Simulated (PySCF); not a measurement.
V²⁺ (vanadium, charge +2) across methods

[Ar] 3d3, high-spin 4F determinant. All numbers are calculated (PySCF 2.14, the spin-free X2C one-electron Hamiltonian (Gaussian nucleus), in ANO-RCC-VTZP). The B2PLYP total includes its PT2 part (frozen core); its orbital energies are those of the SCF part.

```
method  E (hartree)  mean ε 3p α (eV)  mean ε 3p β (eV)  mean ε 3d α (eV)  Σ⟨r²⟩ (bohr²)   ⟨S²⟩
  BLYP     -948.425           -61.249           -58.487           -22.476          16.75  3.751
   LDA     -946.148           -61.488           -58.732           -22.595          16.74  3.750
  PBE0     -948.190           -65.152           -61.329           -24.673          16.56  3.751
   PBE     -948.148           -61.487           -58.647           -22.581          16.71  3.750
r2SCAN     -948.359           -62.734           -59.303           -22.986          16.51  3.751
B2PLYP     -948.145           -68.816           -63.820           -26.753          16.50  3.751
M06-2X     -948.383           -68.320           -64.046           -26.471          16.51  3.751
   UHF   -947.43156           -75.173           -67.958           -30.323          16.38  3.753
```
